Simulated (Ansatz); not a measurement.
Born–Oppenheimer molecular dynamics of BClHI (4 atoms, charge 0, multiplicity 1). It starts from a relaxed structure.

Level of theory: RKS LDA/def2-SVP in Ansatz 0.2.0.

* ensemble: NVE (velocity Verlet)
* time step: 0.5 fs
* steps asked: 250
* starting velocities drawn for: 300 K
* masses: H 3.016 u
* seed: 422893

First frame:

```xyz
4
Properties=species:S:1:pos:R:3
Cl -1.631 -0.545 0.127
B -0.057 0.119 -0.113
I 1.653 -0.738 0.770
H 0.091 1.104 -0.804
```

(1) How far do the bonds stretch over the last three quarters of this one trajectory? (Pairs bonded in most of those frames.)

Answers

(1) 
```tsv
bond	mean (Å)	spread (Å)	shortest	longest
Cl1–B2	1.724	0.023	1.69	1.76
B2–I3	2.107	0.019	2.07	2.15
B2–H4	1.217	0.030	1.17	1.26
```

Mean temperature of the second half: 147 K. The conserved energy stayed within 0.048 meV per atom of its start (net change 0.031 meV per atom), so the integration is sound. The temperature averaged 0.49 of the 300 K drawn at the start: a run that starts near a minimum puts about half its kinetic energy into the potential. A run of 0.12 ps of so small a system gives no equilibrium averages.

Time of the run: 2.7 min on 1 thread of Arm Neoverse V1, with other jobs on the host, peak memory 0.088 GiB.
